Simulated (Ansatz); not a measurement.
`F[SiH2]C[SiH2]F` + `[SiH3]N[SiH3]` → `F[SiH2]N([SiH3])[SiH3]` + `C[SiH2]F` at 700 K and 1 bar (ligand exchange at the Si–C bond).

Gas-phase electronic energies from Ansatz, PBE0-D4/def2-TZVP geometries. CBS: MP2 limit from def2 TZ/QZ plus the TZ coupled-cluster correction, frozen cores. This one scheme is used for every species. One conformer a species, not always the lowest.

```json
{"species": "`F[SiH2]C[SiH2]F`", "CCSD(T)/CBS energy (Eh)": "-819.54869", "H − E (kJ/mol)": "261.5", "S (J/(mol·K))": "492.1"}
{"species": "`[SiH3]N[SiH3]`", "CCSD(T)/CBS energy (Eh)": "-637.10515", "H − E (kJ/mol)": "245.6", "S (J/(mol·K))": "444.2"}
{"species": "`F[SiH2]N([SiH3])[SiH3]`", "CCSD(T)/CBS energy (Eh)": "-1026.67748", "H − E (kJ/mol)": "304.1", "S (J/(mol·K))": "548.1"}
{"species": "`C[SiH2]F`", "CCSD(T)/CBS energy (Eh)": "-430.00374", "H − E (kJ/mol)": "203.1", "S (J/(mol·K))": "369.0"}
```

H − E and S are ideal-gas, rigid-rotor, harmonic terms from PBE0-D4/def2-TZVP, for one conformer and one mirror image of each species. 1 Eh = 2625.50 kJ/mol, R = 8.31446 J/(mol·K).

Question: By hand: ΔE, ΔH, ΔS and ΔG.

Answer: ΔE = (-1026.67748) + (-430.00374) − (-819.54869) − (-637.10515) = -0.02738 Eh = -71.9 kJ/mol. Δ(H − E) = 304.1 + 203.1 − 261.5 − 245.6 = 0.1, so ΔH = -71.8 kJ/mol. ΔS = 548.1 + 369.0 − 492.1 − 444.2 = -19.2 J/(mol·K). ΔG = -71.8 − 700 × (-19.2)/1000 = -58.4 kJ/mol.

Question: By hand: the equilibrium constant, and the temperature at which ΔG would vanish if ΔH and ΔS stayed fixed.

Answer: log₁₀ K = −ΔG/(RT ln 10) = 4.4. ΔG = 0 at ΔH/ΔS = 3740 K, far beyond where these terms or the molecules hold.

ΔH outweighs TΔS. A doubt of 5 kJ/mol in ΔE shifts log₁₀ K by 0.4 here. Other conformers and mirror images would add mixing entropy, several J/(mol·K) or more a flexible species. Modes under 60 cm⁻¹, often nearly free rotors, make the harmonic entropy too high. These are equilibria of isolated gas molecules and say nothing of rates. Largest T1 diagnostic: 0.012 (customary marks: 0.02 for closed shells, 0.045 for open ones).
